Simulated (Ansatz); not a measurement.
```yaml
crystal:
  periodic: [false, false, false]
  atoms:
    - {symbol: Sr, position_ang: [1.748428, -3.121938, -0.248095]}
    - {symbol: Sr, position_ang: [-1.009807, -0.494860, 0.407463]}
    - {symbol: Sr, position_ang: [1.136812, 2.444380, -0.572351]}
    - {symbol: S, position_ang: [-0.846044, -3.363034, 0.459782]}
    - {symbol: S, position_ang: [-0.633673, 2.284994, 1.422902]}
    - {symbol: S, position_ang: [-1.594789, 2.225055, -0.733744]}
    - {symbol: S, position_ang: [1.524235, -0.207888, -0.556033]}
basis:
  gaussian: {orbitals: def2-mTZVPP}
total_charge: 1
magnetization: {spin_polarized: false, initial_magnetization: 1}
hamiltonian: {xc: {name: PBE0}, dispersion: d3bj}
scf: {omitted_lower_state_checks: [starts]}
```

```sh
$ ansatz run in.yaml --threads 4 --pin off --events-out ev --progress --plain --max-ram 4787MiB
```

It prints (some lines left out):

```
Functional definition: PBE0
1864 factors; integrals over basis functions are off by at most 2.7e-4 eV
mean field evaluation 1: about -45826.5365 eV, gradient 5.7e1 eV
mean field evaluation 2: about -45826.7377 eV, gradient 5.7e1 eV
mean field evaluation 4: about -45833.2601 eV, gradient 3.1e1 eV
mean field evaluation 8: about -45836.6219 eV, gradient 1.2e1 eV
mean field evaluation 16: about -45836.7896 eV, gradient 9.9e0 eV
mean field evaluation 32: about -45837.4589 eV, gradient 2.2e-3 eV
mean field -45837.45886567 eV, -1684.4955435677 hartree, gradient 1.0e-5 eV, S^2 0.750000; 0 other end points of the search recorded, 0 dependent functions left out
reference -45837.45892603 eV, -1684.4955457858 hartree; 47, 46 occupied and 160, 161 virtual orbitals, 1864 factors
Total energy: -45837.87524408 eV, -1684.5108451922 hartree
Checks for a lower state left out: starts
```

It took 17 s on 4 threads of INTEL XEON PLATINUM 8581C on a shared host, peak host memory 0.98 GiB.

In the def2 sets Sr takes a core potential; there is no spin–orbit coupling.

With spin_polarized false and unpaired electrons the run is restricted open-shell.
